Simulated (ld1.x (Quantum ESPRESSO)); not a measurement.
What the settings do to the RRKJ potential of tin

Base potential:

- Element: tin (Sn)
- Generator: ld1.x (Quantum ESPRESSO) 7.5
- Type: norm-conserving RRKJ (Kleinman–Bylander form)
- Functional: PBEsol
- Relativity: scalar-relativistic
- Frozen core: [Kr] 4d10
- Valence charge: 4
- Reference configuration: 5s2 5p2
- Partial waves: 5s (bound): rc 1.85 bohr; 5p (bound): rc 2.65 bohr; 5d channel at 0.05 Ry: rc 2.00 bohr
- Local potential: the d channel
- Core correction: Bessel-smoothed model core, default radius (core density twice the valence density)
- rho0: 0.005

All-electron outer shells of the reference configuration (PBEsol, scalar-relativistic, ld1.x):

```tsv
shell	level (eV)	outermost node (bohr)	outermost maximum (bohr)
4p	-89.56	0.41	0.79
4d	-25.79	0.39	0.88
5s	-10.59	0.98	2.01
5p	-3.71	1.09	2.55
```

Cutoffs, loose and tight: the cutoffs (Ry, on a coarse ladder) from which the occupation-weighted sum of valence levels, in a spherical-Bessel basis at the reference potential, stays within 10 and 1 mRy of its value at 400 Ry. They do not see the model core or the augmentation charge, which bear on the density cutoff. Test errors are all-electron minus pseudo excitation energies from the reference, over the configurations 5s2 5p1; 5s2 5p0; 5s1 5p0; 5s0 5p4; 5s1 5p3; 5s2 5p2.3; 5s2 5p1.5. A dash means not determined; rows that change the core or the reference have their own tests. The largest error is taken over the tests solved by every variant that gives reliable tests at all: 5s1 5p3; 5s2 5p0; 5s2 5p1; 5s2 5p1.5; 5s2 5p2.3.

A true bound ghost makes a file unfit for plane-wave use even where its test errors are small: the radial tests pick states by their node count and pass the ghost by. Where a test does run into it, the solver fails or the error is huge.

```tsv
change	outcome	cutoff, loose	cutoff, tight	bound ghosts	largest test error (meV)
base	generated	25 Ry	40 Ry	s, p	-59
wave 5p (bound): rc 2.65 bohr becomes 5p (bound): rc 1.68 bohr	failed: compute_chi: n is too large	–	–	–	–
wave 5p (bound): rc 2.65 bohr becomes 5p (bound): rc 2.24 bohr	failed: compute_phi: phi has nodes before r_c	–	–	–	–
wave 5p (bound): rc 2.65 bohr becomes 5p (bound): rc 2.68 bohr	generated	25 Ry	40 Ry	s, p	-58
wave 5p (bound): rc 2.65 bohr becomes 5p (bound): rc 3.06 bohr	generated	25 Ry	40 Ry	s, p	-61
wave 5p (bound): rc 2.65 bohr becomes 5p (bound): rc 3.86 bohr	generated	25 Ry	40 Ry	s, p	-104
```

Q: What comes out with this change to the base: wave 5p (bound): rc 2.65 bohr becomes 5p (bound): rc 3.44 bohr?

A: outcome: generated; cutoff, loose: 25 Ry; cutoff, tight: 40 Ry; bound ghosts: s, p; largest test error (meV): -77.

Reading the sweep of the p radius (base included, trends over the rows without a ghost): Bound ghosts are found at 2.65, 2.68, 3.06, 3.44, 3.86 bohr. Every judged row has one, so this setting neither creates nor removes them. The generation fails at 1.68, 2.24 bohr.
